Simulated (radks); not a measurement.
Q: The table gives one normalised radial function P(r) = r R(r) of La+ in [Xe] 5d2 (r in bohr). All-electron calculation, scalar-relativistic Kohn-Sham, PBEsol, spin-polarised, spherical densities, point nucleus; open shells are filled with parallel spins first (spin-orbit coupling, left out, can overturn this in heavy ions). Program: a radial shooting solver on a logarithmic mesh with Libxc functionals.

r           P
0.004475   0.1032
0.007004   0.1304
0.01088    0.1459
0.01702    0.1272
0.02643    0.0464
0.04137   -0.1033
0.06423   -0.2294
0.1005    -0.1385
0.1561     0.2054
0.2443     0.3041
0.3794    -0.2416
0.5938    -0.4501
0.922      0.4095
1.443      0.9475
2.241      0.5156
3.507      0.0918
5.445      0.0043
8.523      0.0000

Which n and l does it have? It may be an empty orbital.

A: n = 5, l = 0: the number of nodes gives n - l - 1 = 4, the rise at small r (about r^(l+1), flatter next to the nucleus through relativity) gives l, and the extent must fit the shell. The curve is that of 5s up; the table hardly tells the two spins apart. 5s up: eigenvalue -42.918 eV, 4 radial nodes at r = 0.0309, 0.122, 0.323, 0.773 bohr, <r> = 1.57 bohr, 90 % of the charge inside 2.25 bohr.
